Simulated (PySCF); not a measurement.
C4H9NOSi.
Z-matrix (Å and degrees, PBE0-D3(BJ)/def2-SVP geometry), rows numbered from 1:
```
O 
C   1  1.2116
N   2  1.3572  1  123.26
C   3  1.4571  2  124.39  1   178.93
C   4  1.5292  3  106.55  2   155.80
C   5  1.5370  4  108.64  3    41.67
Si  3  1.7821  2  121.88  1    -1.19
H   2  1.1180  1  122.61  3  -179.37
H   4  1.1021  3  110.76  2    34.27
H   4  1.1066  3  110.70  2   -84.55
H   5  1.1016  4  110.74  3   165.59
H   5  1.1033  4  108.66  3   -77.29
H   6  1.0998  5  112.32  4  -163.30
H   6  1.1035  5  110.73  4    77.01
H   7  1.4894  3  112.96  2    63.32
H   7  1.4904  3  111.73  2   -61.29
```

Level of theory: PySCF 2.14.0, PBE0-D3(BJ)/def2-SVP geometry optimisation, gas phase.

Take the most abundant isotopes and a rigid rotor. The values belong to one conformer with, in the numbering `[O:1]=[CH:2][N:3]1[CH2:4][CH2:5][CH2:6][SiH2:7]1`, O1–C2–N3–C4 179°, C2–N3–C4–C5 156°, N3–C4–C5–C6 42°, C4–C5–C6–Si7 -39°, C5–C6–Si7–N3 22°.

(1) What are A, B and C (cm⁻¹)?

(2) What kind of rotor is it?

(3) Is it planar, by Δ = Ic − Ia − Ib?

(4) Predict some low-J microwave lines.

## Answers

(1) Ia = 124.94, Ib = 283.90, Ic = 387.12 u·Å²; 505379 MHz·u·Å²/I gives 4045, 1780 and 1305 MHz, that is A = 0.13493, B = 0.05938, C = 0.04355 cm⁻¹.

(2) An asymmetric top; Ray's κ = -0.653.

(3) Not planar: Δ = Ic − Ia − Ib = -21.72 u·Å². For a rigid frame Δ = −2 Σ m c², so Σ m c² = 10.86 u·Å² lies off the ab plane: 8.47 from hydrogen and 2.39 from heavier atoms. The atom farthest from that plane is 1.44 Å away.

(4) The dipole components are |μa| = 3.77 D, |μb| = 1.78 D, |μc| = 0.26 D. The squared components, which scale the intensities, stand as 1.00 : 0.22 : 0.00 (a : b : c). Some lines, for components of 0.1 D or more:

```tsv
type	branch	J(Ka,Kc)	MHz	lower level (cm⁻¹)
b	R	4(2,2) ← 3(3,1)	670	1.370
b	Q	2(2,0) ← 2(1,1)	6862	0.416
a	R	3(2,1) ← 2(2,0)	9517	0.645
b	R	3(1,3) ← 2(0,2)	10363	0.307
b	R	4(0,4) ← 3(1,3)	10374	0.652
c	Q	3(3,1) ← 3(2,1)	12223	0.962
c	R	2(2,1) ← 1(1,1)	13915	0.178
a	R	5(3,3) ← 4(3,2)	15603	1.786
a	R	5(1,4) ← 4(1,3)	16256	1.185
b	Q	5(4,2) ← 5(3,3)	17384	2.306
b	Q	5(5,0) ← 5(4,1)	22377	2.886
b	R	4(4,0) ← 3(3,1)	29871	1.370
b	R	5(4,1) ← 4(3,2)	32991	1.786
```

Not checked by PBE0-D3(BJ)/def2-SVP frequencies. These are rigid-rotor constants of the computed structure; measured ground-state constants (B0) also hold zero-point vibration. Quadrupole hyperfine structure (14N) is left out.
